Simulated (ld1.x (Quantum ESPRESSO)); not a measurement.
# Mo: RRKJ pseudisation with Wu–Cohen, scalar-relativistic reference atom.

ld1.x (Quantum ESPRESSO) 7.5 was run on this input:

```
&input
   title='Mo', zed=42., rel=1, dft='WC', iswitch=3,
   config='[Kr] 4d5 5s0.5 5p0',
   nld=3, rlderiv=2.95, eminld=-5.0, emaxld=5.0, deld=0.02
 /
 &inputp
   pseudotype=2, tm=.false., lloc=0,
   nlcc=.true., rcore=1.30,
   file_pseudopw='Mo.UPF', file_wfcaegen='ae.wfc', file_wfcncgen='nc.wfc', file_beta='beta', file_chi='chi'
 /
3
4P  2  1   6.00   0.00  1.30  1.30  0.0
4D  3  2   5.00   0.00  1.45  1.45  0.0
5S  1  0   0.50   0.00  2.70  2.70  0.0
 &test
   configts(1)='4p6 4d5 5s0.5 5p0'
 /
```

Command:

```bash
ld1.x < Mo.in > Mo.out
```

Output (shortened: banner, matrices, multipoles, cross overlaps and the repeated all-electron block are left out):

```
Program LD1 v.7.5
     --------------------------- All-electron run ----------------------------

     Mo
     scalar relativistic calculation

     atomic number is 42.00
     dft =WC   lsd =0 sic =0 latt =0  beta=0.20 tr2=1.0E-14
     Exchange-correlation= WC
                           (   1   4  11   4   0   0   0)
     mesh =1229 r(mesh) = 100.71859 a.u. xmin = -7.00 dx = 0.01250
     1 Ry =  13.60569312 eV, c = 137.03599908

     n l     nl                  e(Ry)          e(Ha)          e(eV)
     1 0     1S 1( 2.00)     -1456.9360      -728.4680    -19822.6242
     2 0     2S 1( 2.00)      -205.9642      -102.9821     -2802.2854
     2 1     2P 1( 6.00)      -184.2001       -92.1000     -2506.1697
     3 0     3S 1( 2.00)       -35.2351       -17.6176      -479.3981
     3 1     3P 1( 6.00)       -28.1014       -14.0507      -382.3397
     4 0     4S 1( 2.00)        -4.9647        -2.4824       -67.5488
     4 1     4P 1( 6.00)        -3.0652        -1.5326       -41.7042
     3 2     3D 1(10.00)       -16.4787        -8.2394      -224.2044
     4 2     4D 1( 5.00)        -0.5108        -0.2554        -6.9501
     5 0     5S 1( 0.50)        -0.5046        -0.2523        -6.8658
     5 1     5P 1( 0.00)        -0.2409        -0.1204        -3.2771

     final scf error:  7.7E-15 reached in  29 iterations

     Etot =   -8095.788630 Ry,   -4047.894315 Ha, -110148.815688 eV

     Ekin =    8347.347478 Ry,    4173.673739 Ha,  113571.448176 eV
     Encl =  -19503.158253 Ry,   -9751.579126 Ha, -265353.986113 eV
     Eh   =    3305.546418 Ry,    1652.773209 Ha,   44974.250161 eV
     Exc  =    -245.524273 Ry,    -122.762136 Ha,   -3340.527912 eV

     normalization and overlap integrals

     s(1S/1S) =  1.000000  <r> =   0.0352  <r2> =    0.0017  r(max) =   0.0229
     s(2S/2S) =  1.000000  <r> =   0.1537  <r2> =    0.0279  r(max) =   0.1303
     s(2P/2P) =  1.000000  <r> =   0.1340  <r2> =    0.0219  r(max) =   0.1041
     s(3S/3S) =  1.000000  <r> =   0.4291  <r2> =    0.2110  r(max) =   0.3819
     s(3P/3P) =  1.000000  <r> =   0.4308  <r2> =    0.2160  r(max) =   0.3771
     s(4S/4S) =  1.000000  <r> =   1.1073  <r2> =    1.3914  r(max) =   0.9874
     s(4P/4P) =  1.000000  <r> =   1.2382  <r2> =    1.7617  r(max) =   1.0643
     s(3D/3D) =  1.000000  <r> =   0.4154  <r2> =    0.2076  r(max) =   0.3206
     s(4D/4D) =  1.000000  <r> =   1.9410  <r2> =    4.6824  r(max) =   1.3838
     s(5S/5S) =  1.000000  <r> =   3.3774  <r2> =   13.0319  r(max) =   2.8572
     s(5P/5P) =  1.000000  <r> =   4.5964  <r2> =   24.4554  r(max) =   3.7148

     ------------------------ End of All-electron run ------------------------

     --------------------- Generating NC pseudopotential ---------------------

      Generating local pot.: lloc=0, matching radius rcloc =   2.7000

      Computing core charge for nlcc:

       r > 1.32 : true rho core
       r < 1.32 : rho core = a sin(br)/r    a=   2.40  b=   1.97

      Integrated core pseudo-charge :   2.23

      Wfc   4P  rcut= 1.300  Estimated cut-off energy=      104.86 Ry
      This function has    0 nodes for 0 < r <    1.300

      Wfc   4D  rcut= 1.437  Estimated cut-off energy=      111.40 Ry
      This function has    0 nodes for 0 < r <    1.437

     ------------------- End of pseudopotential generation -------------------

     Computing logarithmic derivative in   2.94792
     Computing logarithmic derivative in   2.94792
     Computing the partial wave expansion
       no projector for channel:   0
     R is outside the sphere for l=    1 j= 0.00
     R is outside the sphere for l=    2 j= 0.00

     ---------------------- Testing the pseudopotential ----------------------

     Mo
     scalar relativistic calculation

     atomic number is 42.00   valence charge is 12.00
     dft =WC   lsd =0 sic =0 latt =0  beta=0.20 tr2=1.0E-14
     mesh =1229 r(mesh) = 100.71859 xmin = -7.00 dx = 0.01250

     n l     nl             e AE (Ry)        e PS (Ry)    De AE-PS (Ry)
     2 1     4P   1( 6.00)       -3.06520       -3.06520       -0.00000
     3 2     4D   1( 5.00)       -0.51082       -0.51082        0.00000
     1 0     5S   1( 0.50)       -0.50463       -0.50463        0.00000
     3 1     5P   1( 0.00)       -0.24086       -0.20112       -0.03974  !

     eps = 5.7E-15  iter =  9

     Etot =   -8095.788630 Ry,   -4047.894315 Ha, -110148.815688 eV
     Etotps =   -95.455366 Ry,     -47.727683 Ha,   -1298.736416 eV

     Ekin =      41.127326 Ry,      20.563663 Ha,     559.565770 eV
     Encl =    -128.131014 Ry,     -64.065507 Ha,   -1743.311250 eV
     Ehrt =      75.019259 Ry,      37.509630 Ha,    1020.689017 eV
     Ecxc =     -15.463328 Ry,      -7.731664 Ha,    -210.389300 eV
     (Ecc =      -2.001664 Ry,      -1.000832 Ha,     -27.234020 eV)
     Epseu=     -68.007609 Ry,     -34.003804 Ha,    -925.290653 eV

     ---------------------- End of pseudopotential test ----------------------
```

Generation and configuration tests took about 1.6 s on one core of a shared server CPU.
